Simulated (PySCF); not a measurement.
# P (phosphorus, neutral) across methods

[Ne] 3s2 3p3, high-spin 4S determinant. Computed with PySCF 2.14 in aug-cc-pwCVDZ (6s5p3d, 36 functions), with the non-relativistic Hamiltonian (point nucleus).

| method | E (hartree) | mean ε 3s α (eV) | mean ε 3s β (eV) | mean ε 3p α (eV) | Σ⟨r²⟩ (bohr²) | ⟨S²⟩ |
| --- | --- | --- | --- | --- | --- | --- |
| r2SCAN | -341.2370 | -15.662 | -12.032 | -6.722 | 30.17 | 3.750 |
| PBE0 | -341.1347 | -16.936 | -13.188 | -7.547 | 30.22 | 3.750 |
| LDA | -339.9894 | -14.738 | -12.289 | -6.312 | 30.51 | 3.751 |
| BHandHLYP | -341.2683 | -18.818 | -14.435 | -8.461 | 30.21 | 3.751 |
| UHF | -340.71017 | -22.790 | -15.187 | -10.677 | 30.40 | 3.751 |
| PBE | -341.1022 | -14.760 | -12.054 | -6.307 | 30.43 | 3.750 |
| r2SCAN0 | -341.2367 | -17.533 | -13.135 | -7.830 | 30.11 | 3.750 |
| B3LYP | -341.2800 | -16.370 | -13.226 | -7.136 | 30.35 | 3.751 |
| M06-2X | -341.2364 | -18.265 | -14.543 | -8.352 | 30.25 | 3.752 |
